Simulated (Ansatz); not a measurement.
Program: Ansatz. Geometries: PBE0-D4/def2-TZVP. ΔE: electronic, gas phase. CBS: MP2 limit from def2 TZ/QZ plus the TZ coupled-cluster correction, frozen cores. This one scheme is used for every species. Functionals use def2-TZVPP. B3LYP here is the variant with VWN-RPA as its local correlation; programs differ in this. HSE06 is defined as in plane-wave codes. One conformer a species, not always the lowest.

Reaction (hydrogenolysis of the Si–C bond): `CO[SiH](C)F` + H₂ → `CO[SiH2]F` + CH₄

`CO[SiH](C)F`:

```xyz
12

C    -0.788    1.536   -1.257
O    -0.299    0.883   -0.106
Si    0.134   -0.685   -0.044
C     0.843   -1.020    1.623
F    -1.154   -1.611   -0.269
H    -0.700    2.613   -1.105
H    -0.213    1.264   -2.151
H    -1.839    1.289   -1.429
H     1.044   -1.001   -1.175
H     0.120   -0.773    2.403
H     1.741   -0.419    1.786
H     1.112   -2.074    1.724
```

H₂:

Cartesian coordinates in Å:
```
H -0.080 -0.034 -0.363
H 0.080 0.034 0.363
```

`CO[SiH2]F`:

```xyz
9

C     0.116   -0.495   -1.278
O     0.244   -0.720    0.110
Si   -0.110    0.360    1.268
F     0.947    1.557    1.281
H     0.991    0.036   -1.664
H     0.043   -1.462   -1.776
H    -0.782    0.088   -1.512
H    -0.017   -0.350    2.557
H    -1.431    0.986    1.014
```

CH₄:

```xyz
5

C     0.000    0.000    0.000
H    -0.658    0.596   -0.632
H    -0.577   -0.786    0.485
H     0.453    0.639    0.758
H     0.783   -0.449   -0.611
```

```json
{"level": "LDA (SPW92)", "ΔE (kcal/mol)": "-1.6", "difference from CCSD(T)/CBS": "1.4"}
{"level": "revPBE-D4", "ΔE (kcal/mol)": "-1.4", "difference from CCSD(T)/CBS": "1.6"}
{"level": "BLYP-D4", "ΔE (kcal/mol)": "-3.1", "difference from CCSD(T)/CBS": "-0.1"}
{"level": "r2SCAN-D4", "ΔE (kcal/mol)": "-2.1", "difference from CCSD(T)/CBS": "0.9"}
{"level": "B97M-V", "ΔE (kcal/mol)": "-3.3", "difference from CCSD(T)/CBS": "-0.3"}
{"level": "PBE0-D4", "ΔE (kcal/mol)": "-2.8", "difference from CCSD(T)/CBS": "0.2"}
{"level": "B3LYP-D4", "ΔE (kcal/mol)": "-3.6", "difference from CCSD(T)/CBS": "-0.6"}
{"level": "r2SCANh-D4", "ΔE (kcal/mol)": "-2.3", "difference from CCSD(T)/CBS": "0.7"}
{"level": "r2SCAN0-D4", "ΔE (kcal/mol)": "-2.7", "difference from CCSD(T)/CBS": "0.3"}
{"level": "HSE06-D4", "ΔE (kcal/mol)": "-2.9", "difference from CCSD(T)/CBS": "0.1"}
{"level": "BHLYP-D4", "ΔE (kcal/mol)": "-4.4", "difference from CCSD(T)/CBS": "-1.4"}
{"level": "CAM-B3LYP-D4", "ΔE (kcal/mol)": "-4.0", "difference from CCSD(T)/CBS": "-1.0"}
{"level": "B2PLYP", "ΔE (kcal/mol)": "-4.6", "difference from CCSD(T)/CBS": "-1.6"}
{"level": "PBE-QIDH", "ΔE (kcal/mol)": "-3.4", "difference from CCSD(T)/CBS": "-0.4"}
{"level": "PBE", "ΔE (kcal/mol)": "-3.5", "difference from CCSD(T)/CBS": "-0.5"}
{"level": "revPBE", "ΔE (kcal/mol)": "-4.4", "difference from CCSD(T)/CBS": "-1.4"}
{"level": "BLYP", "ΔE (kcal/mol)": "-5.6", "difference from CCSD(T)/CBS": "-2.6"}
{"level": "r2SCAN", "ΔE (kcal/mol)": "-2.5", "difference from CCSD(T)/CBS": "0.5"}
{"level": "PBE0", "ΔE (kcal/mol)": "-3.9", "difference from CCSD(T)/CBS": "-0.9"}
{"level": "B3LYP", "ΔE (kcal/mol)": "-5.6", "difference from CCSD(T)/CBS": "-2.6"}
{"level": "r2SCANh", "ΔE (kcal/mol)": "-2.7", "difference from CCSD(T)/CBS": "0.3"}
{"level": "r2SCAN0", "ΔE (kcal/mol)": "-3.1", "difference from CCSD(T)/CBS": "-0.1"}
{"level": "HSE06", "ΔE (kcal/mol)": "-3.9", "difference from CCSD(T)/CBS": "-0.9"}
{"level": "CAM-B3LYP", "ΔE (kcal/mol)": "-5.1", "difference from CCSD(T)/CBS": "-2.1"}
{"level": "LC-ωPBE", "ΔE (kcal/mol)": "-3.6", "difference from CCSD(T)/CBS": "-0.6"}
{"level": "HF/def2-SVP", "ΔE (kcal/mol)": "-9.4", "difference from CCSD(T)/CBS": "-6.4"}
{"level": "MP2/def2-SVP", "ΔE (kcal/mol)": "-5.0", "difference from CCSD(T)/CBS": "-2.0"}
{"level": "CCSD/def2-SVP", "ΔE (kcal/mol)": "-6.7", "difference from CCSD(T)/CBS": "-3.7"}
{"level": "CCSD(T)/def2-SVP", "ΔE (kcal/mol)": "-6.1", "difference from CCSD(T)/CBS": "-3.1"}
{"level": "HF/def2-TZVPP", "ΔE (kcal/mol)": "-8.4", "difference from CCSD(T)/CBS": "-5.4"}
{"level": "MP2/def2-TZVPP", "ΔE (kcal/mol)": "-2.7", "difference from CCSD(T)/CBS": "0.3"}
{"level": "SCS-MP2/def2-TZVPP", "ΔE (kcal/mol)": "-4.2", "difference from CCSD(T)/CBS": "-1.2"}
{"level": "CCSD/def2-TZVPP", "ΔE (kcal/mol)": "-4.4", "difference from CCSD(T)/CBS": "-1.4"}
{"level": "CCSD(T)/def2-TZVPP", "ΔE (kcal/mol)": "-3.6", "difference from CCSD(T)/CBS": "-0.6"}
{"level": "HF/def2-QZVPP", "ΔE (kcal/mol)": "-8.4", "difference from CCSD(T)/CBS": "-5.4"}
{"level": "MP2/def2-QZVPP", "ΔE (kcal/mol)": "-2.4", "difference from CCSD(T)/CBS": "0.6"}
{"level": "SCS-MP2/def2-QZVPP", "ΔE (kcal/mol)": "-3.9", "difference from CCSD(T)/CBS": "-0.9"}
{"level": "HF/CBS(def2)", "ΔE (kcal/mol)": "-8.4", "difference from CCSD(T)/CBS": "-5.4"}
{"level": "MP2/CBS(def2)", "ΔE (kcal/mol)": "-2.2", "difference from CCSD(T)/CBS": "0.8"}
{"level": "CCSD/CBS(def2)", "ΔE (kcal/mol)": "-3.9", "difference from CCSD(T)/CBS": "-0.9"}
{"level": "CCSD(T)/CBS", "ΔE (kcal/mol)": "-3.0", "difference from CCSD(T)/CBS": "0"}
```

Largest T1 diagnostic among the species: 0.011.

Leaving LDA and LC-ωPBE aside and taking each functional with its dispersion term where it has one, the values spread over 3.2 kcal/mol, from B2PLYP to revPBE-D4. LDA lies +2.0 kcal/mol from PBE without D4. In def2-TZVPP, CCSD(T) changes the Hartree–Fock value by +4.8 kcal/mol (the triples alone add +0.9 kcal/mol) and MP2 by +5.7 kcal/mol. The D4 term adds +2.0 kcal/mol with B3LYP and +1.1 kcal/mol with PBE0; it sums over pairs of atoms, weighted by their polarisabilities, and B3LYP, whose exchange is more repulsive, gets the larger term.
